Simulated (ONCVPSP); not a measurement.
# manganese (Mn), ONCV: configuration errors across variants

* Element: Mn
* Generator: ONCVPSP 4.0.1
* Type: optimised norm-conserving Vanderbilt (ONCV)
* Functional: PBE
* Relativity: scalar-relativistic
* Frozen core: [Ne] 3s2
* Valence charge: 13
* Reference configuration: 3p6 3d5 4s2
* Partial waves: 4s: rc 2.10 bohr, ncon 3, nbas 7, qcut 2.8 1/bohr, 1 projector; 3p: rc 1.30 bohr, ncon 4, nbas 7, qcut 9.5 1/bohr, 2 projectors, debl 3.2 Ha; 3d: rc 1.05 bohr, ncon 4, nbas 9, qcut 13.2 1/bohr, local
* Local potential: the d channel
* Core correction: Teter function, fcfact 3.25, rcfact 1.4

All-electron excitation energies from the reference (eV): (1) 3p6 3d5 4s1 8.416; (2) 3p6 3d5 4s0 24.015; (3) 3p6 3d5 4s0 4p2 7.930.

1 further variants failed, have other tests or too few solved ones, and are left out.

A true bound ghost makes a file unfit for plane-wave use even where its test errors are small: the radial tests pick states by their node count and pass the ghost by.

Errors AE − PS in meV (a dash: test not solved or not reliable):

```tsv
change	(1)	(2)	(3)	bound ghosts	GHOST(+) flags above zero
base	-2.7	-22	-15	s	s, p
d: ncon 5, nbas 10	-2.5	-23	-23	s	s, p
core correction none	-2.6	-22	-15	s	s, p
core correction Teter function, fcfact 8, rcfact 1.4	-2.7	-22	-15	s	s, p
s: rc 1.5	+0.7	-3.2	-3.7	s	s, p
```

Give the same row for: d: nproj 1; local potential polynomial inside 0.85 bohr (lpopt 5, dvloc0 6 Ha).

-4.0, -23, -23; bound ghosts: s; GHOST(+) flags above zero: none.
